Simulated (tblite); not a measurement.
What does the GFN2-xTB structure of InChI=1S/C4H8F3OPSi/c1-2-3(10)9(2,8)4(5,6)7/h2-3H,1,10H3/t2-,3+,9-/m1/s1 look like in three dimensions?

```xyz
18
C4H8F3OPSi angstrom
C     -1.9237   -0.8372    0.1264
C     -0.4859   -0.7063    0.5536
C      0.1911    0.7129    0.5099
Si    -0.7749    2.2242   -0.0948
P      0.7591   -0.4528   -0.7316
O      0.5665   -0.3840   -2.1806
C      2.4048   -1.1927   -0.1971
F      2.5118   -1.2969    1.1304
F      3.4157   -0.4304   -0.6195
F      2.5752   -2.4109   -0.7093
H     -2.0573   -0.4396   -0.8783
H     -2.5765   -0.2941    0.8083
H     -2.2231   -1.8838    0.1224
H     -0.2333   -1.2835    1.4372
H      0.8458    0.8954    1.3544
H     -1.3200    2.0065   -1.4299
H     -1.8541    2.4399    0.8729
H      0.1702    3.3395   -0.0861
```

Orientation and origin are arbitrary. Atoms count from 1 in this order. P5 (phosphoryl phosphorus) has angles from 51.8° to 128.3°. The C–P distances run from 1.795 Å (C3–P5, drawn single) to 1.882 Å (P5–C7, drawn single), a spread of 0.087 Å. All 3 C–F bonds measure 1.332 to 1.336 Å. Of the pairs four or more bonds apart, Si4···H11 is among the closest relative to their van der Waals radii: 3.06 Å, 93 % of the sum of Bondi's values.

Bonds between heavy atoms (Å): C1–C2 1.506, C2–C3 1.573, C3–Si4 1.893, C3–P5 1.795, P5=O6 1.463, P5–C7 1.882, C7–F8 1.336, C7–F9 1.335, C7–F10 1.332, C2–P5 1.807.

The geometry is computed with GFN2-xTB (gas phase).

Point group: C1 (no symmetry element, even within 0.4 Å). Its GFN2-xTB frequencies are all real (lowest 32 cm⁻¹).
